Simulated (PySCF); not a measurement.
What settings do to a single point of [Bi2]+

The sound run of [Bi2]+ (doublet) uses PySCF 2.14.0, UKS BP86, Bi def2-SVP with ECP60; non-relativistic Hamiltonian with scalar-relativistic core potentials where named; density fitting; no spin-orbit coupling, grid (50, 194), threshold 1e-8 Eh and 55 cycles, at the relaxed geometry:

```xyz
2

Bi    0.0000    0.0000    1.3907
Bi    0.0000    0.0000   -1.3907
```

There Bi1 has a Mulliken charge of 0.50 e and the dipole about the centre of mass is 0.00 D. Each run below changes one thing and starts from free metal ions and neutral atoms unless it says otherwise; with 55 cycles, smearing, a level shift and second-order steps follow where DIIS fails, and their cycles count. Energy shifts count from the sound run.

```json
{"change": "cycle limit 5", "outcome": "not converged", "cycles": "5", "energy shift (eV)": "–", "largest force component (eV/Å)": "–", "charge on Bi1 (e)": "–", "dipole about the centre of mass (D)": "–"}
{"change": "threshold 1e-05", "outcome": "converged", "cycles": "6", "energy shift (eV)": "0.0000", "largest force component (eV/Å)": "0.00", "charge on Bi1 (e)": "0.50", "dipole about the centre of mass (D)": "0.00"}
{"change": "start from a density of up to 30 smeared cycles (not counted)", "outcome": "converged", "cycles": "6", "energy shift (eV)": "0.0000", "largest force component (eV/Å)": "0.00", "charge on Bi1 (e)": "0.50", "dipole about the centre of mass (D)": "0.00"}
{"change": "charge changed by +1, spin kept, limit 90 cycles", "outcome": "refused", "cycles": "–", "energy shift (eV)": "–", "largest force component (eV/Å)": "–", "charge on Bi1 (e)": "–", "dipole about the centre of mass (D)": "–"}
```

Problem. How does the run with this change end: all coordinates × 1.05?

Solution. outcome converged, cycles 7, energy shift (eV) 0.0901, largest force component (eV/Å) 1.20, charge on Bi1 (e) 0.50, dipole about the centre of mass (D) 0.00.

Started from ions, an open shell can land on another state than the sound run's, and that then enters the shifts.

Forces carry noise of the integration grid, about 0.01 to 0.03 eV/Å.

Open shells may have lower solutions than the one found.
